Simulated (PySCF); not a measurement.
# How methods differ on the excitation energy of Gd

Gd [Xe] 4f7 5d1 6s2 (9D) → Gd [Xe] 4f8 5d1 6s1 (high-spin determinant), as a difference of total energies. All numbers are calculated (PySCF 2.14, the spin-free X2C one-electron Hamiltonian (Gaussian nucleus), in ANO-RCC-VTZP (8s7p5d3f2g1h, 104 functions)). Correlated levels: valence: [Kr] 4d10 frozen; valence and next inner shell: [Ar] 3d10 frozen. The calculations carry no spin-orbit coupling.

```csv
method,excitation energy (eV)
UHF,5.953
LDA,1.362
PBE,1.306
PBE0,2.367
r2SCAN,1.931
MP2 (valence),3.240
SCS-MP2 (valence),3.413
MP2 (valence and next inner shell),2.860
SCS-MP2 (valence and next inner shell),3.258
```

Task: How much does correlation contribute at MP2 (valence and next inner shell)?

Result: 2.860 − (5.953) = -3.093 eV, measured against UHF.

A first-order spin-orbit estimate (lowest level to lowest level, LS coupling) adds -0.076 eV.

In the upper state the promoted electron has a positive orbital energy at LDA, PBE, r2SCAN, so the basis confines it.

The determinant of the upper state mixes LS terms, which raises its energy above the lowest term, most at the Hartree-Fock and MP2 levels.
